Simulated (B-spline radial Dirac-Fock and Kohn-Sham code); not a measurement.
Scattering functions of Zr¹⁸⁺

System: zirconium as Zr¹⁸⁺, [Ar] 3d4.

Level of theory: Dirac-Fock densities; a radial finite-basis atomic code. f₀ is the Fourier transform of the spherical electron density, S the Waller-Hartree incoherent function, and s = sin θ/λ. The electron scattering factor follows from the Mott-Bethe formula f_e = 0.023934 Å⁻¹·(Z − f₀)/s².

| s (Å⁻¹) | f₀ | S | f_e (Å) |
| --- | --- | --- | --- |
| 0 | 22.000 | 0.000 | – |
| 0.08 | 21.879 | 0.116 | 67.767 |
| 0.09 | 21.847 | 0.146 | 53.639 |
| 0.11 | 21.772 | 0.218 | 36.056 |
| 0.14 | 21.632 | 0.350 | 22.429 |
| 0.17 | 21.461 | 0.512 | 15.353 |
| 0.21 | 21.185 | 0.771 | 10.211 |
| 0.26 | 20.770 | 1.158 | 6.808 |
| 0.31 | 20.283 | 1.607 | 4.911 |
| 0.38 | 19.497 | 2.320 | 3.398 |
| 0.47 | 18.347 | 3.340 | 2.346 |
| 0.58 | 16.809 | 4.665 | 1.650 |
| 0.71 | 14.934 | 6.231 | 1.190 |
| 0.87 | 12.740 | 8.026 | 0.862 |
| 1.06 | 10.518 | 9.866 | 0.628 |
| 1.3 | 8.449 | 11.729 | 0.447 |
| 1.59 | 6.894 | 13.430 | 0.313 |
| 1.95 | 5.799 | 14.991 | 0.215 |
| 2.39 | 4.895 | 16.425 | 0.147 |
| 2.93 | 3.902 | 17.754 | 0.101 |
| 3.59 | 2.859 | 18.890 | 0.069 |
| 4.4 | 2.002 | 19.759 | 0.047 |
| 5.39 | 1.467 | 20.390 | 0.032 |

f₀ starts at the number of electrons, 22, and has fallen to half at s ≈ 1.02 Å⁻¹. The sum of ⟨r²⟩ over the electrons is 2.579 bohr². For an ion f_e diverges as s goes to zero, because of the net charge.

Values without a named source are computed, but for edge energies of neutral atoms, which are taken from tables.
